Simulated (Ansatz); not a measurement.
H4N2S2W: where a starting geometry ends

The starting geometry of this gas-phase triplet was optimised with GFN2-xTB.

```xyz
9

N    -1.1808    1.3583   -0.1697
N     0.5768   -0.8889    1.0314
S    -0.5746   -0.9147   -2.5158
S     2.2552    0.6084   -1.4116
W     0.2084    0.0616   -0.6401
H    -2.0734    1.1136    0.2704
H    -1.2035    2.3554   -0.3966
H     0.6174   -1.9023    1.1721
H     0.8644   -0.4360    1.9046
```

Question: Where would you expect an optimisation with PBE0-D4/def2-SVP to take it?

Answer: It keeps its bonds.

The energy falls by 0.21 eV over 7 steps:

| step | E − E(last) (eV) |
| --- | --- |
| 1 | 0.207 |
| 2 | 0.149 |
| 3 | 0.032 |
| 4 | 0.008 |
| 5 | 0.001 |
| 6 | 0.000 |
| 7 | 0.000 |

Final geometry (Å):

```xyz
9

N    -1.0941    1.4170   -0.1197
N     0.4776   -0.9443    1.0104
S    -0.4335   -1.0929   -2.3988
S     2.0939    0.7880   -1.5028
W     0.1941    0.0647   -0.6118
H    -1.9079    1.2466    0.4717
H    -1.1739    2.3242   -0.5759
H     0.7672   -1.9206    1.0340
H     0.5666   -0.5275    1.9375
```

No frequencies were run, so the end isn't proven a minimum. Open shells are spin-unrestricted. The triplet needn't be the ground state. Atoms past krypton carry core potentials, without spin–orbit terms. Run with Ansatz 0.2.0, 58 s on 2 threads of Arm Neoverse V2 (shared host).
